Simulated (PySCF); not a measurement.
A mixed set of molecules. Method used: TDDFT CAM-B3LYP/def2-SVPD, vertical, gas phase, core orbitals frozen in the response in PySCF. Geometries: GFN2-xTB; one conformer of each isolated species. Triplets are in the Tamm–Dancoff approximation. 'Strongest' means the level of largest summed f among the lowest 8 singlets; it needn't be the same kind of state in each.

Question: Rank by computed energy of the strongest computed level, lowest first.
A. `FCOC1=CC[C@H]1F`
B. `[SiH3]O[SiH2]C1CC1`
C. `C#C[SiH2]O[SiH2][SiH2]F`
D. `FCO[C@@H]1C=C[C@H]1F`

Answer: A (6.55 eV), D (7.12 eV), C (7.30 eV), B (8.22 eV).

| SMILES | strongest (eV) | first f ≥ 0.01 (nm) | LUMO (eV) | gap (eV) | f (S1) | S1 mainly |
| --- | --- | --- | --- | --- | --- | --- |
| FCOC1=CC[C@H]1F | 6.55 | 189 | 0.93 | 9.46 | 0.236 | H→L (94%) |
| FCO[C@@H]1C=C[C@H]1F | 7.12 | 174 | 0.50 | 10.21 | 0.005 | H-1→L (87%) |
| C#C[SiH2]O[SiH2][SiH2]F | 7.30 | 213 | -0.31 | 9.22 | 0.023 | H→L (88%) |
| [SiH3]O[SiH2]C1CC1 | 8.22 | 171 | 0.91 | 10.32 | 0.010 | H→L (79%) |

H and L stand for HOMO and LUMO.

- `FCOC1=CC[C@H]1F`: Löwdin shares by element: HOMO carbon 64% or more, oxygen 19% (atoms not listed hold the other 17%); LUMO carbon 55% or more, fluorine 8% or more (atoms not listed hold the other 38%).
- `FCO[C@@H]1C=C[C@H]1F`: Löwdin shares by element: HOMO carbon 79% or more (atoms not listed hold the other 21%); LUMO carbon 69% or more, hydrogen 6% or more (atoms not listed hold the other 24%).
- `C#C[SiH2]O[SiH2][SiH2]F`: Löwdin shares by element: HOMO silicon 40% or more, oxygen 20%, fluorine 7% (atoms not listed hold the other 33%); LUMO silicon 53%, oxygen 7% (atoms not listed hold the other 40%).
- `[SiH3]O[SiH2]C1CC1`: Löwdin shares by element: HOMO carbon 50%, silicon 15% or more (atoms not listed hold the other 35%); LUMO silicon 42%, oxygen 9%, hydrogen 8% or more (atoms not listed hold the other 41%).

Without π bonds the low states are Rydberg-like; a valence basis with one diffuse set may place them up to an eV too high.
